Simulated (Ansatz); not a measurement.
# Nudged elastic band run: Si10H4Cl

The input (input.yaml):

```yaml
crystal:
  lattice:
    - [7.67918, 0.0, 0.0]
    - [0.0, 7.67918, 0.0]
    - [0.0, 0.0, 19.2555]
  atoms:
    - { symbol: H, position: [0.409392, 0.0, 0.0519332] }
    - { symbol: H, position: [0.090608, 0.0, 0.0519332] }
    - { symbol: H, position: [0.909392, 0.0, 0.0519332] }
    - { symbol: H, position: [0.590608, 0.0, 0.0519332] }
    - { symbol: H, position: [0.409392, 0.5, 0.0519332] }
    - { symbol: H, position: [0.090608, 0.5, 0.0519332] }
    - { symbol: H, position: [0.909392, 0.5, 0.0519332] }
    - { symbol: H, position: [0.590608, 0.5, 0.0519332] }
    - { symbol: Si, position: [0.25, 0.0, 0.0968814] }
    - { symbol: Si, position: [0.75, 0.0, 0.0968814] }
    - { symbol: Si, position: [0.25, 0.5, 0.0968814] }
    - { symbol: Si, position: [0.75, 0.5, 0.0968814] }
    - { symbol: Si, position: [0.25716261, 0.24919318, 0.16361474] }
    - { symbol: Si, position: [0.75778373, 0.25125544, 0.1642139] }
    - { symbol: Si, position: [0.24737726, 0.74970693, 0.16972319] }
    - { symbol: Si, position: [0.7467823, 0.74969395, 0.16804121] }
    - { symbol: Si, position: [0.00933345, 0.2413404, 0.23412791] }
    - { symbol: Si, position: [0.50604563, 0.24015178, 0.23120102] }
    - { symbol: Si, position: [-0.00666157, 0.75283667, 0.24088621] }
    - { symbol: Si, position: [0.49906868, 0.75226324, 0.24099439] }
    - { symbol: Si, position: [-0.02384053, 0.00605809, 0.31069956] }
    - { symbol: Si, position: [0.51467048, 0.00762615, 0.30938986] }
    - { symbol: Si, position: [-0.03086838, 0.49352074, 0.30698322] }
    - { symbol: Si, position: [0.49861835, 0.48747717, 0.30389982] }
    - { symbol: Si, position: [0.24474542, 0.07448364, 0.3623157] }
    - { symbol: Si, position: [0.74357432, 0.06220122, 0.38978548] }
    - { symbol: Si, position: [0.23193076, 0.38005525, 0.33772543] }
    - { symbol: Si, position: [0.73286343, 0.37236344, 0.37097802] }
    - { symbol: Cl, position: [0.73874073, 0.50541723, 0.46562286] }
    - { symbol: Cl, position: [0.25412158, 0.03972375, 0.46917934] }
basis:
  ecutwfc: 420.0
kpoints:
  mp_grid: { grid: [2, 2, 1] }
hamiltonian:
  xc: pbesol
  pseudopotentials: { kind: paw, azcp: { folder: soft_1 } }
scf:
  occupations: { method: fermi_dirac, width: 0.02 }
  lower_state_search: "off"
neb:
  images: 5
  f_tol: 0.05
  initial_path: idpp
  max_iterations: 37
  constraints: [{ sites: [0, 1, 2, 3, 4, 5, 6, 7, 8, 9, 10, 11] }]
  final_atoms:
    - { symbol: H, position: [0.40939201, 0.0, 0.05193321] }
    - { symbol: H, position: [0.09060797, 0.0, 0.05193321] }
    - { symbol: H, position: [0.90939198, 0.0, 0.05193321] }
    - { symbol: H, position: [0.59060795, 0.0, 0.05193321] }
    - { symbol: H, position: [0.40939201, 0.49999998, 0.05193321] }
    - { symbol: H, position: [0.09060797, 0.49999998, 0.05193321] }
    - { symbol: H, position: [0.90939198, 0.49999998, 0.05193321] }
    - { symbol: H, position: [0.59060795, 0.49999998, 0.05193321] }
    - { symbol: Si, position: [0.24999999, 0.0, 0.09688141] }
    - { symbol: Si, position: [0.74999997, 0.0, 0.09688141] }
    - { symbol: Si, position: [0.24999999, 0.49999998, 0.09688141] }
    - { symbol: Si, position: [0.74999997, 0.49999998, 0.09688141] }
    - { symbol: Si, position: [0.2617923, 0.25105624, 0.16259335] }
    - { symbol: Si, position: [0.76511921, 0.24844715, 0.16468502] }
    - { symbol: Si, position: [0.24311464, 0.75091268, 0.16984695] }
    - { symbol: Si, position: [0.74320389, 0.74941734, 0.16821822] }
    - { symbol: Si, position: [0.01859347, 0.25126872, 0.23554948] }
    - { symbol: Si, position: [0.51110564, 0.25136444, 0.23022451] }
    - { symbol: Si, position: [-0.01157826, 0.75354433, 0.24179707] }
    - { symbol: Si, position: [0.49400429, 0.75072179, 0.24092286] }
    - { symbol: Si, position: [-0.05465636, 0.00490202, 0.31263028] }
    - { symbol: Si, position: [0.49257423, 0.01308637, 0.30458845] }
    - { symbol: Si, position: [-0.01616811, 0.49455379, 0.30798603] }
    - { symbol: Si, position: [0.49715344, 0.4894622, 0.30623769] }
    - { symbol: Si, position: [0.21635723, 0.10977049, 0.33773328] }
    - { symbol: Si, position: [0.71555039, 0.07962077, 0.38925094] }
    - { symbol: Si, position: [0.23871059, 0.41175582, 0.36427425] }
    - { symbol: Si, position: [0.73890355, 0.3936129, 0.37080737] }
    - { symbol: Cl, position: [0.74993917, 0.5138112, 0.46784147] }
    - { symbol: Cl, position: [0.25630431, 0.45490455, 0.47021454] }
  order_check: true
```

Launched with:

```bash
$ ansatz run input.yaml --threads 2 --pin off --max-ram 5120MiB --backend cpu --events-out ev --progress --plain --runs-dir out
```

Output, in part (warnings, iteration lines):

```
NEB end point (image 0): max|allowed force component| = 2.664e-2 eV/Å (the criterion of neb.relax_end_points is 1.000e-2)
NEB end point (image 6): max|allowed force component| = 2.552e-2 eV/Å (the criterion of neb.relax_end_points is 1.000e-2)
NEB iter   1: max|band force component| = 2.017e0 eV/Å  barrier→ = 1.1887 eV  barrier← = 1.2938 eV  Δτ_max = 0.2000 Å  (77 SCF iters)
NEB iter   2: max|band force component| = 1.639e0 eV/Å  barrier→ = 0.7176 eV  barrier← = 0.8228 eV  Δτ_max = 0.2000 Å  (45 SCF iters)
NEB iter   3: max|band force component| = 2.675e0 eV/Å  barrier→ = 0.4543 eV  barrier← = 0.5594 eV  Δτ_max = 0.1016 Å  (45 SCF iters)
NEB iter   4: max|band force component| = 6.187e-1 eV/Å  barrier→ = 0.3345 eV  barrier← = 0.4396 eV  Δτ_max = 0.1719 Å  (42 SCF iters)
NEB iter   5: max|band force component| = 1.775e-1 eV/Å  barrier→ = 0.2719 eV  barrier← = 0.3770 eV  CI = image 3  Δτ_max = 0.0284 Å  (39 SCF iters)
NEB iter   6: max|band force component| = 7.097e-2 eV/Å  barrier→ = 0.2692 eV  barrier← = 0.3743 eV  CI = image 3  Δτ_max = 0.0210 Å  (34 SCF iters)
NEB iter   7: max|band force component| = 6.980e-2 eV/Å  barrier→ = 0.2685 eV  barrier← = 0.3736 eV  CI = image 3  Δτ_max = 0.0507 Å  (32 SCF iters)
NEB iter   8: max|band force component| = 6.533e-2 eV/Å  barrier→ = 0.2686 eV  barrier← = 0.3737 eV  CI = image 3  Δτ_max = 0.0241 Å  (36 SCF iters)
NEB iter   9: max|band force component| = 2.741e-2 eV/Å  barrier→ = 0.2686 eV  barrier← = 0.3738 eV  CI = image 3  CI's point: of a kind that is not told: the force calls were inconclusive, a negative curvature could not be distinguished from the path's own, the only one lies far off the path, or fixed occupations may fill a level only in part  Δτ_max = 0.0000 Å  (311 SCF iters)
```

The forces met the threshold. By the program's own check the climbing image is of a kind that is not told: the force calls were inconclusive, a negative curvature could not be distinguished from the path's own, the only one lies far off the path, or fixed occupations may fill a level only in part (lowest curvatures found: 0.09 and 0.39 eV/Å²). Limits of this set-up: thin slab, slab without dipole correction, no dispersion correction for a molecule that may bind weakly, PAW files made for another functional.

Final band (atoms are numbered from 1 in the order of the input):

```json
{"image": "0", "path coordinate (Å)": "0.00", "energy (eV)": "0.000", "Si25–Cl30 (Å)": "2.08", "Si27–Cl30 (Å)": "3.64"}
{"image": "1", "path coordinate (Å)": "0.64", "energy (eV)": "0.047", "Si25–Cl30 (Å)": "2.09", "Si27–Cl30 (Å)": "3.40"}
{"image": "2", "path coordinate (Å)": "1.28", "energy (eV)": "0.206", "Si25–Cl30 (Å)": "2.14", "Si27–Cl30 (Å)": "2.93"}
{"image": "3", "path coordinate (Å)": "1.91", "energy (eV)": "0.269", "Si25–Cl30 (Å)": "2.39", "Si27–Cl30 (Å)": "2.30"}
{"image": "4", "path coordinate (Å)": "2.56", "energy (eV)": "0.141", "Si25–Cl30 (Å)": "3.03", "Si27–Cl30 (Å)": "2.12"}
{"image": "5", "path coordinate (Å)": "3.20", "energy (eV)": "-0.035", "Si25–Cl30 (Å)": "3.44", "Si27–Cl30 (Å)": "2.08"}
{"image": "6", "path coordinate (Å)": "3.84", "energy (eV)": "-0.105", "Si25–Cl30 (Å)": "3.69", "Si27–Cl30 (Å)": "2.07"}
```

The run took 30 min on 2 threads of Arm Neoverse N1, with other jobs on the host, peak memory 2.7 GiB.
